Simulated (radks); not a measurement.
Task: These are the eigenvalues of the occupied orbitals of an atom or ion with whole-number occupations (hartree). Method: scalar-relativistic Kohn-Sham, PBEsol, spin-polarised, spherical densities, finite nucleus; Fermi nuclear charge, rms radius of each element as measured or else 0.836 A^(1/3) + 0.57 fm; computed with a radial shooting solver on a logarithmic mesh with Libxc functionals.

| orbital | eigenvalue |
|---|---|
| 1s down | -1840.156 |
| 1s up | -1840.156 |
| 2s up | -303.8240 |
| 2s down | -303.8205 |
| 2p up | -270.4328 |
| 2p down | -270.4303 |
| 3s up | -67.35844 |
| 3s down | -67.26014 |
| 3p up | -57.01128 |
| 3p down | -56.91349 |
| 3d up | -43.32470 |
| 3d down | -43.24893 |
| 4s up | -13.62499 |
| 4s down | -13.40071 |
| 4p up | -10.21324 |
| 4p down | -9.99069 |
| 4d up | -5.49189 |
| 4d down | -5.27172 |
| 5s up | -1.87091 |
| 5s down | -1.74682 |
| 5p up | -1.03598 |
| 5p down | -0.93882 |
| 4f up | -0.38486 |
| 6s up | -0.16082 |
| 6s down | -0.13862 |
| 5d up | -0.10980 |

Which element is it, and in what charge state? The configuration may be excited. Open shells, if any, are filled with parallel spins first.

Result: Z = 64, gadolinium, charge 0: Gd in [Xe] 4f7 5d1 6s2. The list shows which subshells hold electrons but not how many an open one holds; the 1s level, -1840.2 hartree, gives Z - s = 60.7 by -(Z - s)^2/2, which with screening and relativity narrows Z to a few neighbours, and the depths of the outer levels then fix element, charge and occupations together.
